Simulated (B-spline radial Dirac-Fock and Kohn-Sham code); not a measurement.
Model: multi-electron Dirac-Fock with separately optimised hole states, Breit and Lamb-shift corrections added in first order. Program: a radial atomic solver. Correlation and solid-state effects are left out.

**Question.** An atom or ion in its tabulated ground configuration has these computed binding energies (the last is its least bound level). Which is it?

```
level  binding energy (eV)
2p1/2              10702.2
2p3/2               9733.3
   3s               3374.5
3d5/2               2532.0
   4s               1412.1
4p1/2               1315.2
   4d               1102.1
```

**Answer.** Tm²⁹⁺: Z = 69 with 40 electrons, [Kr] 4d4.

**Question.** An atom or ion in its tabulated ground configuration has these computed binding energies (the last is its least bound level). Which is it?

```
level  binding energy (eV)
    K              84927.0
   L1              20863.6
 L2,3              19473.8
```

**Answer.** Ir⁷²⁺: Z = 77 with 5 electrons, [He] 2s2 2p1. The hydrogen-like estimate √(E/Ry) = 79.0 for the K level lies 2.0 above Z (screening lowers it, relativity raises it); the outermost level, at 19473.8 eV, fixes the charge.

**Question.** An atom or ion in its tabulated ground configuration has these computed binding energies (the last is its least bound level). Which is it?

```tsv
level	binding energy (eV)
1s	1762.2
2s	269.6
2p	236.5
```

**Answer.** Al⁶⁺: Z = 13 with 7 electrons, [He] 2s2 2p3. The hydrogen-like estimate √(E/Ry) = 11.4 for the K level lies 1.6 below Z; the outermost level, at 236.5 eV, fixes the charge.
